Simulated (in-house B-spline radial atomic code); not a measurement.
A fraction x of an electron is removed from 3p in Zn, starting from [Ar] 3d10 4s2 and keeping the highest spin. Method: scalar-relativistic (X2C) RPBE, spin-polarised, spherical fractional occupations, Fermi nucleus of rms radius 3.9283 fm. Calculated with an all-electron radial atomic-structure program (B-spline basis).

```csv
x,E(x) - E(0) (eV),3p down level (eV)
0,0.0000,-83.340
0.03,2.5070,-83.794
0.17,14.3895,-85.971
0.28,23.9434,-87.744
0.48,41.8249,-91.097
0.5,43.6502,-91.441
0.59,51.9502,-93.007
0.69,?,?
0.8,?,?
0.98,89.5930,-100.117
1,91.5991,-100.495
```

(1) What belongs in the row x = 0.69?

(2) What belongs in the row x = 0.8?

(3) Check Janak's theorem between x = 0.03 and 0.17.

Answers

(1) An energy change of 61.3393 eV; 3p down at -94.781 eV.

(2) An energy change of 71.8744 eV; 3p down at -96.773 eV.

(3) The slope of the energy is 84.88 eV; the orbital levels give 84.88 eV (-ε of the emptying orbital, averaged over the two points).
